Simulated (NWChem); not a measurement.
System: BCl

NWChem input:

```
start job
memory heap 200 mb stack 900 mb global 1100 mb
geometry units angstroms noautosym nocenter noautoz
  B      0.000000     0.000000    -1.297369
  Cl     0.000000     0.000000     0.436174
end
basis spherical
  * library 3-21g
end
dft
  xc xpbe96 cpbe96
  iterations 150
end
tddft
  cis
  nroots 6
  notriplet
end
task tddft energy
```

Parts of the log:

```
             Northwest Computational Chemistry Package (NWChem) 7.3.0
             --------------------------------------------------------

                             Geometry "geometry" -> ""
                             -------------------------

 Output coordinates in angstroms (scale by  1.889725989 to convert to a.u.)

  No.       Tag          Charge          X              Y              Z
 ---- ---------------- ---------- -------------- -------------- --------------
    1 B                    5.0000     0.00000000     0.00000000    -1.29736900
    2 Cl                  17.0000     0.00000000     0.00000000     0.43617400

 Effective nuclear repulsion energy (a.u.)      25.9468995952

  pbe96 is a nonlocal functional; adding pw91lda local functional.

                                 NWChem DFT Module
                                 -----------------

 Summary of "ao basis" -> "ao basis" (spherical)
 ------------------------------------------------------------------------------
       Tag                 Description            Shells   Functions and Types
 ---------------- ------------------------------  ------  ---------------------
 B                           3-21g                   5        9   3s2p
 Cl                          3-21g                   7       13   4s3p

            General Information
            -------------------
          SCF calculation type: DFT
          Wavefunction type:  closed shell.
          No. of atoms     :     2
          No. of electrons :    22
           Alpha electrons :    11
            Beta electrons :    11
          Charge           :     0
          Spin multiplicity:     1
          Use of symmetry is: off; symmetry adaption is: off
          Maximum number of iterations: 150
          AO basis - number of functions:    22
                     number of shells:    12
          Convergence on energy requested:  1.00D-06
          Convergence on density requested:  1.00D-05
          Convergence on gradient requested:  5.00D-04

              XC Information
              --------------
          PerdewBurkeErnzerhof Exchange Functional  1.000
            Perdew 1991 LDA Correlation Functional  1.000 local
           PerdewBurkeErnz. Correlation Functional  1.000 non-local

             Grid Information
             ----------------
          Grid used for XC integration:  medium
          Radial quadrature: Mura-Knowles
          Angular quadrature: Lebedev.
          Tag              B.-S. Rad. Rad. Pts. Rad. Cut. Ang. Pts.
          ---              ---------- --------- --------- ---------
          B                   0.85       49           7.0       434
          Cl                  1.00       88           7.0       590
          Grid pruning is: on
          Number of quadrature shells:   137
          Spatial weights used:  Erf1

      Superposition of Atomic Density Guess
      -------------------------------------

 Sum of atomic energies:        -481.68046094

      Non-variational initial energy
      ------------------------------

 Total energy =    -481.937745
 1-e energy   =    -716.352442
 2-e energy   =     208.467797
 HOMO         =      -0.260682
 LUMO         =       0.039282

   convergence    iter        energy       DeltaE   RMS-Dens  Diis-err
 ---------------- ----- ----------------- --------- --------- ---------
 d= 0,ls=0.0,diis     1   -482.3358070378 -5.08D+02  5.31D-02  2.94D-01
 d= 0,ls=0.0,diis     2   -482.1856955599  1.50D-01  4.44D-02  1.24D+00
 d= 0,ls=0.0,diis     3   -482.3722202921 -1.87D-01  1.04D-02  3.43D-02
 d= 0,ls=0.0,diis     4   -482.3774826989 -5.26D-03  1.97D-03  1.94D-03
 d= 0,ls=0.0,diis     5   -482.3777326125 -2.50D-04  5.31D-04  6.09D-05
  Resetting Diis
 d= 0,ls=0.0,diis     6   -482.3777446964 -1.21D-05  3.65D-05  4.25D-08
 d= 0,ls=0.0,diis     7   -482.3777447061 -9.73D-09  9.41D-06  8.70D-10

         Total DFT energy =     -482.377744706130
      One electron energy =     -716.164400881467
           Coulomb energy =      239.733427606964
    Exchange-Corr. energy =      -31.893671026834
 Nuclear repulsion energy =       25.946899595207

 Numeric. integr. density =       21.999999833233

                       DFT Final Molecular Orbital Analysis
                       ------------------------------------

[...]

                                NWChem TDDFT Module
                                -------------------

            General Information
            -------------------
           No. of orbitals :      44
            Alpha orbitals :      22
             Beta orbitals :      22
        Alpha frozen cores :       0
         Beta frozen cores :       0
     Alpha frozen virtuals :       0
      Beta frozen virtuals :       0
         Spin multiplicity :       1
    Number of AO functions :      22
        Use of symmetry is : off
      Symmetry adaption is : off
         Schwarz screening :  0.10D-07

              XC Information
              --------------
   PerdewBurkeErnzerhof Exchange Functional   1.00
     Perdew 1991 LDA Correlation Functional   1.00 local
    PerdewBurkeErnz. Correlation Functional   1.00 non-local

             TDDFT Information
             -----------------
          Calculation type : Tamm-Dancoff TDDFT
         Wavefunction type : Restricted singlets
          No. of electrons :      22
           Alpha electrons :      11
            Beta electrons :      11
              No. of roots :       6
          Max subspacesize :    5200
            Max iterations :     100
               Target root :       1
           Target symmetry : none
      Symmetry restriction : off
                 Algorithm : Optimal
        Davidson threshold :  0.10D-03

    6 smallest eigenvalue differences (eV)
--------------------------------------------------------
  No. Spin  Occ  Vir  Irrep   E(Occ)    E(Vir)   E(Diff)
--------------------------------------------------------
    1    1   11   12 a        -0.233    -0.106     3.435
    2    1   11   13 a        -0.233    -0.106     3.435
    3    1   10   12 a        -0.357    -0.106     6.827
    4    1   10   13 a        -0.357    -0.106     6.827
    5    1    9   12 a        -0.357    -0.106     6.827
    6    1    9   13 a        -0.357    -0.106     6.827
--------------------------------------------------------

  Entering Davidson iterations
  Restricted singlet excited states

  Iter   NTrls   NConv    DeltaV     DeltaE      Time
  ----  ------  ------  ---------  ---------  ---------
    1      6       1     0.22E+00   0.10+100        0.1
    2     11       3     0.10E+00   0.19E-01        0.1
    3     14       3     0.36E-01   0.76E-01        0.1
    4     17       5     0.19E-01   0.16E-02        0.1
    5     18       5     0.11E-01   0.33E-03        0.1
    6     19       5     0.83E-03   0.15E-03        0.1
    7     20       6     0.30E-04   0.51E-06        0.1
  ----  ------  ------  ---------  ---------  ---------
  Convergence criterion met

  Ground state a        -482.377744706130 a.u.

  ----------------------------------------------------------------------------
  Root   1 singlet a              0.189353963 a.u.                5.1526 eV
  ----------------------------------------------------------------------------
     Transition Moments    X -0.66478   Y  0.79452   Z  0.00000
     Dipole Oscillator Strength                    0.1354755543
     Electric Quadrupole                           0.0000005407
     Magnetic Dipole                               0.0000040315
     Total Oscillator Strength                     0.1354801265

     Occ.    8  a   ---  Virt.   13  a       -0.20253
     Occ.   11  a   ---  Virt.   13  a       -0.97738
  ----------------------------------------------------------------------------
  Root   2 singlet a              0.189353963 a.u.                5.1526 eV
  ----------------------------------------------------------------------------
     Transition Moments    X -0.79452   Y -0.66478   Z -0.00000
     Dipole Oscillator Strength                    0.1354755543
     Electric Quadrupole                           0.0000005407
     Magnetic Dipole                               0.0000040315
     Total Oscillator Strength                     0.1354801265

     Occ.    8  a   ---  Virt.   12  a        0.20253
     Occ.   11  a   ---  Virt.   12  a        0.97738
  ----------------------------------------------------------------------------
  Root   3 singlet a              0.250877174 a.u.                6.8267 eV
  ----------------------------------------------------------------------------
     Transition Moments    X -0.00000   Y  0.00000   Z  0.00000
     Dipole Oscillator Strength                    0.0000000000
     Electric Quadrupole                           0.0000000000
     Magnetic Dipole                               0.0000000000
     Total Oscillator Strength                     0.0000000000

     Occ.    9  a   ---  Virt.   12  a       -0.70700
     Occ.   10  a   ---  Virt.   13  a       -0.70700
  ----------------------------------------------------------------------------
  Root   4 singlet a              0.257212003 a.u.                6.9991 eV
  ----------------------------------------------------------------------------
     Transition Moments    X  0.00000   Y  0.00000   Z -0.00000
     Dipole Oscillator Strength                    0.0000000000
     Electric Quadrupole                           0.0000000050
     Magnetic Dipole                               0.0000000000
     Total Oscillator Strength                     0.0000000050

[...]
```

Level: PBE/3-21G, TDA. STO-3G and 3-21G are far too small for this property and stand as cheap habits. Structure relaxed at the PBE-D3(BJ)/def2-SVP level.
